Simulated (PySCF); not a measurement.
Spinor energies of Tc⁺ (technetium, charge +1)

Start: [Kr] 4d5 5s1; 4d3/2 filled at m_j = -3/2, -1/2, +1/2, +3/2; 4d5/2 filled at m_j = +5/2; 5s1/2 filled at m_j = +1/2. Calculated with PySCF 2.14 in x2c-SVPall-2c with one added diffuse shell each of s, p, d type (7s9p7d1f, 76 functions): generalised Hartree-Fock with the X2C-1e Hamiltonian and a Gaussian nucleus; one run each with spin-orbit coupling (SO) switched off, then screened by Boettger's factors.

```
spinor shell  electrons  ε, spin-free (eV)  ε, screened SO (eV)  weight of nominal j (screened SO)  rms radius, screened SO (bohr)
       1s1/2          2           -21162.3             -21161.2                              1.000                          0.0394
       2s1/2          2            -3101.8              -3101.5                              1.000                           0.162
       2p1/2          2            -2770.8              -2852.6                              1.000                           0.141
       2p3/2          4            -2770.8              -2732.5                              1.000                           0.145
       3s1/2          2            -579.59              -579.51                              1.000                           0.441
       3p1/2          2            -467.77              -481.97                              1.000                           0.439
       3p3/2          4            -467.77              -461.07                              1.000                           0.450
       3d3/2          4            -286.91              -289.40                              0.963                           0.434
       3d5/2          6            -286.91              -285.18                              0.975                           0.437
       4s1/2          2            -97.175              -97.159                              1.000                            1.13
       4p1/2          2            -63.596              -69.252                              0.655                            1.26
       4p3/2          4            -63.596              -60.826                              0.827                            1.26
       4d3/2          4            -21.598              -21.631                              0.528                            1.78
       4d5/2          1            -21.598              -21.449                              1.000                            1.79
       5s1/2          1            -14.399              -14.399                              1.000                            3.33
```

```tsv
quantity	spin-free	screened SO
E (hartree)	-4282.18971	-4282.71914
M_J	3	3
⟨J²⟩	12.002	12.002
⟨L²⟩	0.000	0.017
⟨S²⟩	12.002	11.989
```

Each row is a mean over spinors that exchange with the open shell spreads, by up to 9.676 eV (4p3/2).

Rows whose weight is well below 1 are mixtures of j = l ± 1/2: exchange outweighs spin-orbit coupling there, and the label is only the starting occupation.

Breit and QED terms are absent; they matter most for the inner s and p1/2 levels.

Densities and radii are taken from the X2C orbitals without a picture-change correction, which distorts them close to the nucleus.

Without spin-orbit coupling the j labels of p, d and f shells carry no meaning; the spin-free column gives the mean over the occupied spinors of each nl shell.
